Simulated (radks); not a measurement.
Results of a calculation; reference values are marked as such.
Coherent X-ray form factor from a spherical all-electron density. Code: a radial shooting solver on a logarithmic mesh with Libxc functionals. Model: scalar-relativistic Kohn-Sham, r2SCAN, spin-polarised, spherical densities, finite nucleus; meta-GGA in the generalised Kohn-Sham scheme; Fermi nuclear charge, rms radius of each element as measured or else 0.836 A^(1/3) + 0.57 fm.

| sin(theta)/lambda (1/angstrom) | f0 (electrons) |
|---|---|
| 0.05 | 15.776 |
| 0.1 | 15.142 |
| 0.15 | 14.203 |
| 0.2 | 13.096 |
| 0.25 | 11.953 |
| 0.3 | 10.877 |
| 0.4 | 9.136 |
| 0.5 | 7.957 |
| 0.6 | 7.150 |
| 0.8 | 5.940 |
| 1 | 4.834 |
| 1.25 | 3.616 |
| 1.5 | 2.713 |
| 2 | 1.747 |

The species is in the configuration that NIST lists as its ground one. Which atom or ion scatters so?

Answer. The potassium ion K3+, [Ne] 3s2 3p4. Extrapolating in s^2 from the first two rows gives f0(0) = 16.0, near the electron count 16; among species with that count, the fall with angle is slower the higher Z, and the table is that of Z = 19; from so few rows the species is fixed only to a neighbour or two.
